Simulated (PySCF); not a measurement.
Ag(NH3)Cl, `[NH3]->[Ag][Cl]` (singlet state). Level of theory: PBE0-D3(BJ)/def2-SVP geometry optimisation, gas phase, def2 core potentials past Kr in PySCF.

```
atom  x, y, z in Å
Ag1   -0.0028    0.0053   -1.2565
N2     0.0014    0.0006    0.9137
H3    -0.4148    0.8481    1.2992
H4     0.9468   -0.0647    1.2904
H5    -0.5244   -0.7876    1.2909
Cl6   -0.0062   -0.0017   -3.5378
```

Question: Which two atoms are farthest apart?

Answer: H3···Cl6, H4···Cl6 and H5···Cl6, 4.928 Å down to 4.920 Å.

Question: Work out the bond lengths Ag1–N2, Ag1–Cl6, N2–H3, N2–H4, N2–H5 in Å.

Answer: For Ag1–N2 the difference vector is (0.0042, -0.0047, 2.1702) Å, of length 2.1702 Å. Ag1–N2 2.170; Ag1–Cl6 2.281; N2–H3 1.020; N2–H4 1.020; N2–H5 1.020 Å.

Question: What is the repulsion energy of the bare nuclei, Σ ZA·ZB/RAB?

Answer: 324.48 Eh over 15 pairs, with full nuclear charges and distances in bohr; the largest single term is 185.34 Eh (Ag1 with Cl6).

Question: What are the angles N2–Ag1–Cl6, H3–N2–H4, Ag1–N2–H5, Ag1–N2–H4, H3–N2–H5?

Answer: From the scalar product of the two bond vectors; for N2–Ag1–Cl6 it is -4.9509 Å² over 2.1702 × 2.2813 Å², cos θ = -0.999986. N2–Ag1–Cl6 179.7°; H3–N2–H4 107.0°; Ag1–N2–H5 111.7°; Ag1–N2–H4 111.8°; H3–N2–H5 107.0°.

Question: How far apart are these pairs, which share no bond: Ag1···H3, Ag1···H4, Ag1···H5, N2···Cl6, H3···H4, H3···H5?

Answer: Ag1···H3 2.722 Å (2 bonds apart); Ag1···H4 2.719 Å (2 bonds apart); Ag1···H5 2.718 Å (2 bonds apart); N2···Cl6 4.452 Å (2 bonds apart); H3···H4 1.639 Å (2 bonds apart); H3···H5 1.639 Å (2 bonds apart).

Question: Where is the centre of mass (commonest isotopes), and what is the radius of gyration?

Answer: Mass 158.900 u; centre at (-0.003, 0.003, -1.519) Å; Rg = √(Σ m r²/M) = 1.278 Å. As Ia + Ib + Ic = 2 Σ m r², the three principal moments sum to 518.8 u·Å².

The point group is C3v within 0.08 Å; differences among equivalent distances and angles are scatter left by the optimiser. Not checked by PBE0-D3(BJ)/def2-SVP frequencies.

Hardware: one thread of an Arm Neoverse V2, no GPU, on a shared host. Cost: 11 s wall. These figures are those of the optimisation.
